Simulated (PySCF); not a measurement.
Molecule: sum formula BNH3, charge 1, multiplicity 1. It need not be the lowest isomer of its formula. SMILES: B=[NH2+]
Geometry: optimised at B3LYP-D3(BJ)/def2-TZVP (Ansatz).

Dispersion corrections to the total energy (kcal/mol) from the dftd3 and dftd4 libraries through PySCF: D3(BJ) without and D4 with the three-body term, each with the damping fitted for the functional named.

```csv
functional,D3(BJ),D4
CAM-B3LYP,…,-0.52
HSE06,-0.64,-0.48
BHLYP,-1.47,-0.71
TPSSh,…,-0.79
PBE0,…,-0.53
r2SCAN,-0.28,-0.15
HF,-12.04,-2.83
```

Question: Some entries are withheld; supply them.

Answer: 
- CAM-B3LYP, D3(BJ): -0.78
- TPSSh, D3(BJ): -1.24
- PBE0, D3(BJ): -0.92
